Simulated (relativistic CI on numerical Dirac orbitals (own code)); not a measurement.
**How the errors of a small relativistic CI change along the 72-electron sequence**

Levels calculated with a relativistic CI code on KLI orbitals, against measured ones, in five cumulative steps: (1) Dirac-Coulomb, each configuration alone; (2) with Breit and QED terms; (3) with configuration mixing; (4) with scaled Slater integrals; (5) with a P86 correlation estimate. Each ion has its own short list of configurations; levels above 2,000 cm⁻¹ that pair in every step are counted, and ions without enough such levels are left out. The scale is 0.85 up to charge 4 and 0.9 beyond; P86 is a density functional added for each configuration.

Median relative error (%):

```
 Ion   Ground  Levels   (1)   (2)   (3)   (4)   (5)
  Hf  5d2 6s2      12  12.6  14.0  21.8  23.2  15.9
 W2+      5d4       7  28.5  31.2  16.7  16.1  21.0
Re3+      5d4      35   5.3   4.6   6.6   2.0   5.3
Os4+      5d4      29   4.1   3.8   4.9   1.9   4.1
```

Mean absolute error (cm⁻¹):

| Ion | (1) | (2) | (3) | (4) | (5) |
| --- | --- | --- | --- | --- | --- |
| Hf | 1553 | 1507 | 2680 | 2688 | 1696 |
| W2+ | 2087 | 2044 | 855 | 828 | 1473 |
| Re3+ | 2747 | 2702 | 2852 | 979 | 2316 |
| Os4+ | 2439 | 2317 | 2312 | 837 | 2591 |

In step (3), fully ab initio, the relative error is 21.8 % for Hf and 4.9 % for Os4+, while the absolute error goes from 2680 to 2312 cm⁻¹. Level energies grow with the charge (linearly within a shell, quadratically where n changes), mostly faster than the correlation that the model misses, so the relative error falls. The sets of levels differ from ion to ion, which blurs the trend. Mixing (step 3) lowers the mean absolute error for 2 of the 4 ions and scaling (step 4) for 3. The P86 step changes the mean absolute error by a factor of 0.6 for the first ion and 3.1 for the last.

Sources of the measured levels: Hf, NIST Handbook of Basic Atomic Spectroscopic Data (Sansonetti and Martin, J. Phys. Chem. Ref. Data 34, 1559 (2005)); W2+, NIST levels as listed in McCann et al., Mon. Not. R. Astron. Soc. 538, 537 (2025); Re3+, measured levels as listed in Brasseur, Gamrath and Quinet, At. Data Nucl. Data Tables 157, 101636 (2024); Os4+, measured levels as listed in Palmeri et al., Atoms 14, 22 (2026).
